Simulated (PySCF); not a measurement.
**Relaxation of doublet OsSe₂⁻**

These are results of UPBE/[Os def2-SVPD with ECP60, Se def2-SVPD], scalar-relativistic core potentials, density fitting, no spin–orbit coupling, PySCF, not measurements. A (50,194) grid was used.

A hand-made bent start, of C2v symmetry, held to at least that symmetry:

```xyz
3
charge -1 multiplicity 2, angstrom
Os    0.0000    0.0000   -0.5811
Se    1.8267    0.0000    0.6980
Se   -1.8267    0.0000    0.6980
```

At each step, columns x, y, z (Å) and Fx, Fy, Fz (eV/Å):

```
step 0  E − E(last) = 35.98 kJ/mol
Os   0.000   0.000  -0.581   0.000   0.000   0.565
Se   1.827   0.000   0.698   0.679   0.000  -0.283
Se  -1.827   0.000   0.698  -0.679   0.000  -0.283
step 1  E − E(last) = 23.33 kJ/mol
Os   0.000   0.000  -0.518   0.002   0.000   0.535
Se   1.898   0.000   0.666   0.450   0.000  -0.269
Se  -1.898   0.000   0.666  -0.452   0.000  -0.267
step 2  E − E(last) = 6.23 kJ/mol
Os   0.000   0.000  -0.364  -0.004   0.000   0.631
Se   2.057   0.000   0.589  -0.180   0.000  -0.315
Se  -2.057   0.000   0.589   0.184   0.000  -0.317
step 3  E − E(last) = 2.53 kJ/mol
Os   0.000   0.000  -0.268   0.000   0.000   0.477
Se   2.129   0.000   0.542  -0.337   0.000  -0.239
Se  -2.129   0.000   0.542   0.337   0.000  -0.238
step 4  E − E(last) = 0.88 kJ/mol
Os   0.000   0.000  -0.215   0.000   0.000   0.204
Se   2.150   0.000   0.515  -0.149   0.000  -0.102
Se  -2.150   0.000   0.515   0.149   0.000  -0.102
step 5  E − E(last) = 0.27 kJ/mol
Os   0.000   0.000  -0.179   0.000   0.000   0.050
Se   2.162   0.000   0.497  -0.018   0.000  -0.025
Se  -2.162   0.000   0.497   0.018   0.000  -0.025
step 6  E − E(last) = 0.05 kJ/mol
Os   0.000   0.000  -0.156   0.000   0.000   0.023
Se   2.174   0.000   0.485  -0.020   0.000  -0.011
Se  -2.174   0.000   0.485   0.020   0.000  -0.011
step 7  E − E(last) = 0.00 kJ/mol
Os   0.000   0.000  -0.148   0.000   0.000   0.002
Se   2.177   0.000   0.481   0.001   0.000  -0.001
Se  -2.177   0.000   0.481  -0.001   0.000  -0.001
```

It ends at C2v with Os–Se 2.268 Å (×2); Se–Os–Se 150.0° (after a last refinement on a finer grid). A frequency run shows a minimum.

Open d and f shells are described by one determinant, and the ground state may have another occupation or spin. With an element this heavy the missing spin–orbit coupling can shift these numbers.

The relaxation took of the order of 90 core-seconds on a shared host.
